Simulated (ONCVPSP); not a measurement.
# u(r) = r·R(r): atom against pseudo-atom (nickel (Ni))

Columns: radius, all-electron u(r) and pseudo u(r) of the 3s shell (level -110.50 eV) of nickel in the configuration [Ne] 3s2 3p6 3d8 4s2; LDA (Perdew-Wang 92), scalar-relativistic, ONCV scheme, ONCVPSP 4.0.1.

```csv
r (bohr),all-electron,pseudo
0.053,0.2126,0.0871
0.105,-0.3991,0.1789
0.158,-0.6864,0.2840
0.210,-0.5931,0.4007
0.262,-0.2834,0.5296
0.315,0.1092,0.6694
0.368,0.4852,0.8102
0.420,0.7926,0.9409
0.473,1.0263,1.0576
0.525,1.1784,1.1482
0.578,1.2655,1.2114
0.630,1.2957,1.2420
0.683,1.2841,1.2419
0.735,1.2425,1.2145
0.788,1.1793,1.1636
0.840,1.1044,1.0971
0.893,1.0210,1.0184
0.945,0.9366,0.9359
0.998,0.8512,0.8510
1.050,0.7701,0.7699
1.102,0.6931,0.6929
1.155,0.6197,0.6196
1.208,0.5519,0.5518
1.260,0.4910,0.4909
1.313,0.4345,0.4344
1.365,0.3846,0.3845
```

(1) How many radial nodes do the two functions have?

(2) At about which radius was the pseudo-wave matched?

(3) Is the pseudo-wave norm-conserving?

Answers

(1) The all-electron 3s function has n − l − 1 = 2; the pseudo-wave has 0, since the states of the same l below it are removed with the core.

(2) 1.05 bohr, where the columns begin to agree (steps of 0.05 bohr).

(3) Yes: the ONCV scheme keeps the norm inside the radius equal to the all-electron one, which fixes the energy derivative of the logarithmic derivative at the level.
